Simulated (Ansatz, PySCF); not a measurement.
CHCl₂FOSi, SMILES O=C[Si](F)(Cl)Cl. Atoms are numbered in the order given.

```xyz
7

O     -2.2966    -1.0276    -0.7270
C     -1.8629    -0.1052    -0.0815
Si     0.0039     0.0450     0.3492
F      0.1629     0.1493     1.9522
Cl     1.0265    -1.5778    -0.3261
Cl     0.7177     1.7838    -0.4624
H     -2.5399     0.7228     0.2805
```
Charge 0, spin multiplicity 1.

The structure is a stationary point at r2SCAN-D4/def2-SVP. The structure was generated by enumeration, and PubChem lists no compound with its InChIKey, so it may never have been made. One conformer was computed; it need not be the lowest.

Two levels are set side by side: PBE-D3(BJ)/def2-SVP (Ansatz, a quantum-chemistry and plane-wave program) and r2SCAN-D4/def2-SVP (Ansatz). Each level has its own optimised geometry; the coordinates shown are those of the second. Frequencies come from the Hessian of PySCF at each geometry. Differences are taken from unrounded values.

| quantity | r2SCAN-D4 | PBE-D3(BJ) | PBE-D3(BJ) minus r2SCAN-D4 |
|---|---|---|---|
| mean bond length (Å) | 1.659 | 1.671 | 0.012 |
| bond O1–C2 (Å) | 1.206 | 1.212 | 0.006 |
| bond C2–Si3 (Å) | 1.922 | 1.937 | 0.016 |
| bond Si3–F4 (Å) | 1.614 | 1.630 | 0.015 |
| bond Si3–Cl5 (Å) | 2.034 | 2.047 | 0.014 |
| bond Si3–Cl6 (Å) | 2.047 | 2.060 | 0.013 |
| bond C2–H7 (Å) | 1.129 | 1.137 | 0.008 |
| highest harmonic wavenumber (cm⁻¹) | 2809 | 2742 | -67 |
| mean harmonic wavenumber (cm⁻¹) | 731 | 710 | -21 |
| zero-point energy (kcal/mol) | 15.67 | 15.22 | -0.45 |
